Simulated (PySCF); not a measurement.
YF₃, SMILES [F][Y]([F])[F].

The structure is a stationary point at PBE0-D3(BJ)/def2-TZVP. The isomer is the one that the SMILES or the coordinates give; other isomers of the formula were not compared. The def2 effective core potentials stand for the cores of Y; spin–orbit coupling is left out.

Level of theory: PySCF with CAM-B3LYP/def2-TZVPD.

```yaml
total_energy: -338.16314 hartree
point_group: D3h
highest_occupied_level: -12.15 eV
lowest_empty_level: -1.71 eV
orbital_gap: 10.44 eV
dipole_moment: 0.00 D
quadrupole, principal values (traceless, Buckingham form, about the centre of nuclear charge): -9.16, -9.16, 18.31 D·Å
mean_static_polarisability: 30.4 bohr³ (4.51 Å³)
polarisability_principal_values: 23.6, 33.9, 33.9 bohr³
```
